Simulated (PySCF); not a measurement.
Input for PySCF: D3(BJ) and D4 dispersion corrections on BBr2HO (SMILES OB(Br)Br), a point of a torsion scan.

```python
from pyscf import gto
from pyscf.dispersion import dftd3, dftd4

mol = gto.M(
    atom='''
    O    -0.82838943   -0.63753906    0.26672371
    B     0.29478712    0.04066252    0.11410023
    Br    0.33774639    1.83432535   -0.52403421
    Br    1.87947662   -0.73682995    0.77218970
    H    -1.62217724   -0.51029284   -0.25246793
    ''',
    basis='def2-svp',
    charge=0, spin=0, verbose=0, max_memory=1800)
d3, d4 = {}, {}
for xc in ['hf', 'pbe', 'blyp', 'revpbe', 'tpss', 'r2scan', 'b3lyp', 'pbe0', 'bhlyp', 'camb3lyp', 'b2plyp']:
    d3[xc] = float(dftd3.DFTD3Dispersion(mol, xc=xc, version='d3bj', atm=False).get_dispersion()['energy'])
    print(f'D3(BJ) {xc:10s} {d3[xc]:14.8f} Eh')
for xc in ['hf', 'pbe', 'blyp', 'revpbe', 'tpss', 'r2scan', 'b3lyp', 'pbe0', 'bhlyp', 'camb3lyp', 'b2plyp']:
    d4[xc] = float(dftd4.DFTD4Dispersion(mol, xc={'camb3lyp': 'cam-b3lyp'}.get(xc, xc), atm=True).get_dispersion()['energy'])
    print(f'D4     {xc:10s} {d4[xc]:14.8f} Eh')
```

The log:

```
D3(BJ) hf            -0.03526271 Eh
D3(BJ) pbe           -0.00447433 Eh
D3(BJ) blyp          -0.01057134 Eh
D3(BJ) revpbe        -0.01076115 Eh
D3(BJ) tpss          -0.00594822 Eh
D3(BJ) r2scan        -0.00118679 Eh
D3(BJ) b3lyp         -0.00880376 Eh
D3(BJ) pbe0          -0.00413166 Eh
D3(BJ) bhlyp         -0.00759161 Eh
D3(BJ) camb3lyp      -0.00418584 Eh
D3(BJ) b2plyp        -0.00451384 Eh
D4     hf            -0.01720585 Eh
D4     pbe           -0.00505909 Eh
D4     blyp          -0.01117953 Eh
D4     revpbe        -0.01380713 Eh
D4     tpss          -0.00684239 Eh
D4     r2scan        -0.00106812 Eh
D4     b3lyp         -0.00841581 Eh
D4     pbe0          -0.00426892 Eh
D4     bhlyp         -0.00718949 Eh
D4     camb3lyp      -0.00441720 Eh
D4     b2plyp        -0.00349683 Eh
```

The run finished.

Cost: about 0.020 core-seconds (a rough figure).
